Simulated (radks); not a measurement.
Values are calculated unless marked as measured or tabulated.
Question: These are the eigenvalues of the occupied orbitals of an atom or ion with whole-number occupations (Ry). Code: a radial shooting solver on a logarithmic mesh with Libxc functionals. Model: scalar-relativistic Kohn-Sham, LDA (Slater exchange, Perdew-Wang correlation), spin-polarised, spherical densities, finite nucleus; Fermi nuclear charge, rms radius of each element as measured or else 0.836 A^(1/3) + 0.57 fm.

1s: -293.9266

Which element is it, and in what charge state? The configuration may be excited. Open shells, if any, are filled with parallel spins first.

Answer: Z = 18, argon, charge +16: Ar16+ in [He]. The 1s level, -146.96 hartree, gives Z - s = 17.1 by -(Z - s)^2/2, which with screening and relativity narrows Z to a few neighbours, and with so few levels the electron count can be read from the list.
